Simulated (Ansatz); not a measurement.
Reactions of BFH₄O₂Si, SMILES `OB(F)O[SiH3]`.

Computed with Ansatz on PBE0-D4/def2-TZVP structures; ΔE is electronic, products minus reactants. CCSD(T)/CBS adds triple-zeta CCSD(T) − MP2 to the extrapolated MP2 energy (def2 sets, frozen cores). This one scheme is used for every species. One conformer a species, not always the lowest.

(1) Order these by ΔE at CCSD(T)/CBS, lowest first. (Estimate.)
A. `OB(F)O[SiH3]` + `C[NH][AlH][F]` → `C[N]([SiH3])[AlH][F]` + `OB(O)F`
B. `OB(F)O[SiH3]` + `CBN` → `CBN[SiH3]` + `OB(O)F`
C. `OB(F)O[SiH3]` + H₂O → `OB(O)F` + `O[SiH3]`
D. `OB(F)O[SiH3]` + `CC#CS` → `CC#CS[SiH3]` + `OB(O)F`
E. `OB(F)O[SiH3]` + CH₃OH → `OCB(F)O[SiH3]` + H₂O

Largest T1 diagnostic: 0.012, for `CC#CS`.

Answers

(1) C (+6.7 kJ/mol), D (+28.4 kJ/mol), A (+38.6 kJ/mol), B (+50.4 kJ/mol), E (+116.5 kJ/mol).
